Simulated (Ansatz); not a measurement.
C2H6CuFS, SMILES `C[S+](C)[Cu-][F]`, relaxed with RKS PBE0-D4/def2-TZVP in Ansatz from a PBE-D4/def2-SVP geometry. The force threshold is 0.005 eV/Å; the program also tests the step.

Charge 0, multiplicity 1.

Start:

```xyz
11

C    -1.528    0.239   -0.047
S    -0.087   -0.884   -0.170
C     1.065    0.188   -1.107
Cu    0.722   -0.979    1.814
F     1.383   -1.043    3.436
H    -2.290   -0.290    0.556
H    -1.929    0.437   -1.060
H    -1.250    1.183    0.457
H     2.013   -0.374   -1.202
H     1.251    1.135   -0.565
H     0.648    0.387   -2.114
```

Q: By how much does the energy fall, and how many steps does the optimiser take? (Best estimate.)

A: Ansatz gave: 0.05 eV, in 4 steps.

Q: Which bonds change most? (Best estimate.)

A: Ansatz gave: C1–S2 from 1.831 to 1.801 Å; S2–C3 from 1.831 to 1.801 Å; C1–H7 from 1.108 to 1.091 Å; C3–H11 from 1.108 to 1.091 Å.

Q: Give the relaxed structure. (Best estimate.)

A: Computed: 
```xyz
11

C    -1.511    0.242   -0.055
S    -0.080   -0.846   -0.155
C     1.047    0.192   -1.100
Cu    0.726   -0.975    1.822
F     1.391   -1.093    3.455
H    -2.261   -0.269    0.546
H    -1.903    0.411   -1.058
H    -1.250    1.188    0.419
H     1.986   -0.352   -1.189
H     1.225    1.140   -0.592
H     0.631    0.362   -2.093
```
